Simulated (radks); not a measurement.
The numbers below are computed, except where a source is named.
Successive ionisation energies (eV) of one element, from differences of total energies of ions in their ground configurations, starting at charge 44: 2396.7, 2456.3, 2515.4, 2591.6, 2652.9, 2713.3, 2996.6, 3066.1, 5096.5, 5237.1, 5378.7, 5521.1, 5664.1, 5848.9, 5997.7, 6147.3, 6297.7, 6448.6, 7085.2, 7217.8, 7348.5, 7520.9. Code: a radial shooting solver on a logarithmic mesh with Libxc functionals. Model: scalar-relativistic Kohn-Sham, BLYP, spin-polarised, spherical densities, finite nucleus; open shells are filled with parallel spins first (spin-orbit coupling, left out, can overturn this in heavy ions); Fermi nuclear charge, rms radius 5.4648 fm. Which element is it?

Answer. Mercury (Z = 80). The first species listed is Hg44+ in [Kr], the last Hg65+ in [Ne] 3s2 3p3.
